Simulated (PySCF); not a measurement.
## Spinor energies of As³⁺ (arsenic, charge +3)

Start: [Ar] 3d9 4s2 5s1; 3d3/2 filled at m_j = -3/2, -1/2, +1/2, +3/2; 3d5/2 filled at m_j = -3/2, -1/2, +1/2, +3/2, +5/2; 5s1/2 filled at m_j = +1/2. Calculated with PySCF 2.14 in x2c-TZVPall-2c with one added diffuse shell each of s, p, d type (7s8p5d1f, 63 functions): generalised Hartree-Fock with the X2C-1e Hamiltonian and a Gaussian nucleus; one run each with spin-orbit coupling (SO) switched off, then screened by Boettger's factors. This is a chosen level, not necessarily the ground level.

| spinor shell | electrons | ε, spin-free (eV) | ε, screened SO (eV) | weight of nominal j (screened SO) | rms radius, screened SO (bohr) |
| --- | --- | --- | --- | --- | --- |
| 1s1/2 | 2 | -12002.9 | -12002.5 | 1.000 | 0.0524 |
| 2s1/2 | 2 | -1631.0 | -1630.9 | 1.000 | 0.219 |
| 2p1/2 | 2 | -1432.2 | -1457.7 | 1.000 | 0.194 |
| 2p3/2 | 4 | -1432.2 | -1419.9 | 1.000 | 0.197 |
| 3s1/2 | 2 | -279.39 | -279.37 | 1.000 | 0.632 |
| 3p1/2 | 2 | -214.72 | -219.87 | 0.965 | 0.650 |
| 3p3/2 | 4 | -214.72 | -212.21 | 0.983 | 0.660 |
| 3d3/2 | 4 | -110.42 | -111.45 | 0.860 | 0.707 |
| 3d5/2 | 5 | -110.42 | -109.62 | 0.888 | 0.712 |
| 4s1/2 | 2 | -56.438 | -56.436 | 1.000 | 1.77 |
| 5s1/2 | 1 | -22.517 | -22.517 | 0.997 | 3.97 |

```tsv
quantity	spin-free	screened SO
E (hartree)	-2254.61500	-2254.72029
M_J	3	3
⟨J²⟩	12.023	12.023
⟨L²⟩	6.022	6.024
⟨S²⟩	2.000	2.003
```

Each row is a mean over spinors that exchange with the open shell spreads, by up to 9.666 eV (3p3/2).

Rows whose weight is well below 1 are mixtures of j = l ± 1/2: exchange outweighs spin-orbit coupling there, and the label is only the starting occupation.

Without spin-orbit coupling the j labels of p, d and f shells carry no meaning; the spin-free column gives the mean over the occupied spinors of each nl shell.
